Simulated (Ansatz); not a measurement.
bis(4-fluorophenyl)iodonium, `Fc1ccc([I+]c2ccc(F)cc2)cc1`. Charge 1, multiplicity 1. Geometry r2SCAN-D4/def2-SVP.

Cartesian coordinates in Å:
```
F -0.730 -0.589 4.941
C -0.408 -0.884 3.695
C -1.414 -1.308 2.821
C -1.082 -1.622 1.504
C 0.255 -1.492 1.117
I 0.776 -1.959 -0.895
C 0.373 -0.094 -1.841
C 1.373 0.884 -1.835
C 1.097 2.104 -2.451
C -0.153 2.298 -3.048
F -0.407 3.455 -3.632
C -1.140 1.309 -3.054
C -0.878 0.085 -2.439
C 1.272 -1.074 1.981
C 0.926 -0.765 3.296
H -2.442 -1.392 3.181
H -1.856 -1.962 0.812
H 2.348 0.716 -1.370
H 1.840 2.906 -2.478
H -2.100 1.505 -3.540
H -1.640 -0.699 -2.439
H 2.311 -0.989 1.656
H 1.678 -0.435 4.017
```

In the def2 sets I takes a core potential; there is no spin–orbit coupling.

**Question.** Estimate the orbital energies around the gap (eV) in Ansatz with PBE-D4/def2-SVP, PBE-D4/def2-TZVP, r2SCAN-D4/def2-TZVP, PBE0-D4/def2-SVP, PBE0-D4/def2-TZVP.

**Answer.** 
```
orbital  PBE-D4/def2-SVP  PBE-D4/def2-TZVP  r2SCAN-D4/def2-TZVP  PBE0-D4/def2-SVP  PBE0-D4/def2-TZVP
 HOMO−9           -13.37            -13.45               -13.82            -15.03             -14.94
 HOMO−8           -12.87            -12.89               -13.25            -14.42             -14.35
 HOMO−7           -12.75            -12.74               -13.08            -14.19             -14.11
 HOMO−6           -12.12            -12.20               -12.59            -13.92             -13.90
 HOMO−5           -12.10            -12.18               -12.57            -13.90             -13.88
 HOMO−4           -11.75            -11.73               -12.05            -13.12             -13.05
 HOMO−3           -10.69            -10.70               -10.91            -11.79             -11.74
 HOMO−2           -10.64            -10.65               -10.86            -11.73             -11.68
 HOMO−1           -10.30            -10.35               -10.56            -11.47             -11.44
   HOMO           -10.12            -10.17               -10.38            -11.26             -11.23
   LUMO            -6.83             -6.84                -6.72             -6.07              -6.04
 LUMO+1            -6.59             -6.61                -6.46             -5.79              -5.77
 LUMO+2            -5.51             -5.63                -5.48             -4.66              -4.76
 LUMO+3            -5.38             -5.46                -5.30             -4.52              -4.57
 LUMO+4            -5.28             -5.36                -5.16             -4.42              -4.46
 LUMO+5            -4.94             -5.02                -4.82             -4.05              -4.08
```
